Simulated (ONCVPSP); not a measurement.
## What one change does to a pseudopotential (rhenium, ONCV)

rhenium (Re), optimised norm-conserving Vanderbilt (ONCV), made with ONCVPSP 4.0.1 (PBE, scalar-relativistic). Core [Kr] 4d10 4f14, reference 5s2 5p6 5d5 6s2. Waves: 5s+6s: rc 1.95 bohr, ncon 3, nbas 8, qcut 6.2 1/bohr, 2 projectors; 5p: rc 1.95 bohr, ncon 3, nbas 6, qcut 7.1 1/bohr, 2 projectors, debl 3.1 Ha; 5d: rc 1.50 bohr, ncon 4, nbas 7, qcut 6.9 1/bohr, 2 projectors, debl 1 Ha. Local part: polynomial inside 1.15 bohr (lpopt 5, dvloc0 0 Ha). Core correction: none.

All-electron outer shells of the reference configuration (PBE, scalar-relativistic, ld1.x):

| shell | level (eV) | outermost node (bohr) | outermost maximum (bohr) |
| --- | --- | --- | --- |
| 5s | -85.25 | 0.52 | 0.93 |
| 5p | -47.01 | 0.56 | 1.06 |
| 4f | -42.31 | – | 0.41 |
| 6s | -5.94 | 1.24 | 2.57 |
| 5d | -5.37 | 0.62 | 1.41 |

Change: local potential polynomial inside 1.15 bohr (lpopt 5, dvloc0 8 Ha).

Cutoffs: the cutoffs (Ha) at which the residual kinetic energy of the hardest occupied pseudo-wave falls to 1 and 0.1 mHa per electron; they do not see the model core or the augmentation charge, which bear on the density cutoff. Errors are all-electron minus pseudo energies relative to the spin-unpolarised reference configuration.

**Question.** Predict the effect on cutoff, ghosts and configuration errors.

**Answer.** The potential gets neither clearly harder nor softer (15 Ha and 18 Ha → 15 Ha and 18 Ha); the errors of the 4 common tests hardly move; the range in which the s phases agree widens (upper end 2.0 → 4.1); neither file shows a bound ghost.

| quantity | base | changed |
| --- | --- | --- |
| cutoff, loose | 15 Ha | 15 Ha |
| cutoff, tight | 18 Ha | 18 Ha |
| bound ghosts | none | none |
| GHOST(+) flags under 300 eV | s at 63.6 eV | none |
| error for 5s2 5p6 5d5 6s1, meV [ΔE 9.25 eV] | -3.8 | -3.8 |
| error for 5s2 5p6 5d5 6s0, meV [ΔE 25.57 eV] | -10 | -11 |
| error for 5s2 5p6 5d4 6s0, meV [ΔE 52.70 eV] | -7.8 | -7.8 |
| error for 5s2 5p5 5d5 6s2, meV [ΔE 52.92 eV] | -155 | -158 |
| s: phases at 1.97 bohr within 0.05 rad from the reference energy up to (Ha; the scan ends near 5) | 2.0 | 4.1 |
| p: phases at 1.97 bohr within 0.05 rad from the reference energy up to (Ha; the scan ends near 5) | to the end of the scan | to the end of the scan |
| d: phases at 1.53 bohr within 0.05 rad from the reference energy up to (Ha; the scan ends near 5) | to the end of the scan | to the end of the scan |
